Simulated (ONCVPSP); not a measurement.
## silicon: excitation energies, all-electron against ONCV

Si, optimised norm-conserving Vanderbilt (ONCV), made with ONCVPSP 4.0.1 (LDA (Perdew-Wang 92), non-relativistic). Core [Ne], reference 3s2 3p1.5 (charge +0.5). Waves: 3s: rc 1.55 bohr, ncon 3, nbas 6, qcut 3.7 1/bohr, 2 projectors, debl 3.2 Ha; 3p: rc 1.65 bohr, ncon 3, nbas 7, qcut 5.4 1/bohr, 1 projector. Local part: polynomial inside 1.40 bohr (lpopt 5, dvloc0 0 Ha). Core correction: Teter function, fcfact 4.75, rcfact 1.3.

Energies are relative to the spin-unpolarised reference configuration 3s2 3p1.5; without spin polarisation the order of configurations can differ from experiment.

| valence configuration | charge | ΔE all-electron (eV) | error AE − PS (meV) |
| --- | --- | --- | --- |
| 3s2 3p2 | 0 | -2.967 | +0.7 |
| 3s2 3p1 | +1 | 4.867 | +0.8 |
| 3s2 3p0 | +2 | 20.987 | +12 |

What are ΔE and the potential's error for 3s1 3p2?

ΔE = 12.217 eV all-electron; the error (AE − PS) is +2.8 meV.
